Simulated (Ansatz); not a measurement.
The same path of CHOSSi (5 atoms, charge -1, multiplicity 1) was run twice with different band settings. The coordinate that changes most is the dihedral H5–O1–C2–Si3.

Method: Ansatz 0.2.0, RKS PBE0-D4/def2-SVP.

Relaxed end points:

```xyz
5
Properties=species:S:1:pos:R:3
O 1.012 1.394 0.291
C 0.356 0.232 0.242
Si -0.420 -0.972 -0.675
S -1.314 -2.756 -0.287
H 0.366 2.102 0.429
```

```xyz
5
Properties=species:S:1:pos:R:3
O 1.006 1.415 0.193
C 0.323 0.324 -0.165
Si -0.356 -1.178 0.251
S -1.343 -2.659 -0.730
H 0.370 2.098 0.451
```

Common settings: movable images 5; climbing image yes; optimiser quadratic models (default); start path through a guess of the saddle point; force threshold 0.05 eV/Å; iteration limit 60; end points relaxed.

| run | spring |
| --- | --- |
| 1 | 5.0 eV/Å² |
| 2 | 0.5 eV/Å² |

Q: What does each run give, and how far can it be trusted?

A: Run 1: converged after 10 iterations, highest image 0.264 eV above the first end. A vibrational analysis at the climbing image gives one clearly imaginary mode, 397i cm⁻¹: a first-order saddle point.
Run 2: converged after 9 iterations, highest image 0.264 eV above the first end. Another band between the same ends (5 images) ends at a top of the same energy, where a vibrational analysis finds 1 clearly imaginary mode.
Limits of this set-up: an anion without diffuse functions, the dipole of an ion depends on the origin.
